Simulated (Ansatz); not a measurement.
Ansatz (a first-principles code) input (PBE0/6-31G*):

Ansatz 0.2 input:
```yaml
crystal:
  periodic: [false, false, false]
  atoms:
    - {symbol: C, position_ang: [-1.82901142, -1.93640087, 0.48760890]}
    - {symbol: C, position_ang: [-1.03158050, -0.75581155, 0.90830003]}
    - {symbol: C, position_ang: [-0.47040929, 0.20852508, -0.08366232]}
    - {symbol: C, position_ang: [0.12089340, 1.43969889, 0.61794064]}
    - {symbol: C, position_ang: [0.63397571, 2.52473335, -0.32380675]}
    - {symbol: C, position_ang: [0.52224161, -0.47799807, -1.05819095]}
    - {symbol: C, position_ang: [1.79356432, -1.00310000, -0.39755094]}
    - {symbol: H, position_ang: [-2.45505333, -2.31230990, 1.29911334]}
    - {symbol: H, position_ang: [-1.19488659, -2.77689496, 0.16547249]}
    - {symbol: H, position_ang: [-2.47714352, -1.70041445, -0.36271410]}
    - {symbol: H, position_ang: [-0.72939417, -0.67418601, 1.94587543]}
    - {symbol: H, position_ang: [-1.30198572, 0.55851900, -0.71575215]}
    - {symbol: H, position_ang: [-0.65469700, 1.86020755, 1.26405514]}
    - {symbol: H, position_ang: [0.92658727, 1.12127945, 1.28601800]}
    - {symbol: H, position_ang: [1.48974690, 2.18529705, -0.90970563]}
    - {symbol: H, position_ang: [-0.14378497, 2.83665564, -1.02559966]}
    - {symbol: H, position_ang: [0.94976111, 3.40776463, 0.23459545]}
    - {symbol: H, position_ang: [0.00062937, -1.30471726, -1.54700008]}
    - {symbol: H, position_ang: [0.78169815, 0.22397992, -1.85446633]}
    - {symbol: H, position_ang: [2.39182344, -0.19524303, 0.02752492]}
    - {symbol: H, position_ang: [1.55934576, -1.69971913, 0.41017980]}
    - {symbol: H, position_ang: [2.41931012, -1.52809949, -1.12142835]}
basis:
  gaussian:
    orbitals: 6-31G*
hamiltonian:
  xc: {name: PBE0}
magnetization: {spin_polarized: true, initial_magnetization: 1}
```

Output:

```
Functional definition: PBE0
integrals: 0.13 GiB planned
1491 factors; integrals over basis functions are off by at most 5.3e-4 eV
0.20 GiB of the device are held for the grids
0.63 GiB of device memory are held for the factors and their scratch space
mean field: 0.47 GiB planned
mean field evaluation 1: about -7483.3044 eV, gradient 4.4e1 eV
mean field evaluation 2: about -7481.8076 eV, gradient 4.7e1 eV
mean field evaluation 4: about -7492.9115 eV, gradient 1.5e0 eV
mean field evaluation 8: about -7493.4654 eV, gradient 1.3e-1 eV
mean field evaluation 16: about -7493.4655 eV, gradient 2.3e-4 eV
mean field -7493.46554252 eV, -275.3797794344 hartree, gradient 1.9e-5 eV, S^2 0.754877; 0 other end points of the search recorded, 0 dependent functions left out
reference -7493.46556326 eV, -275.3797801964 hartree; 29, 28 occupied and 106, 107 virtual orbitals, 1491 factors
Total energy: -7493.46556326 eV, -275.3797801964 hartree
```

It need not be the lowest isomer of its formula.
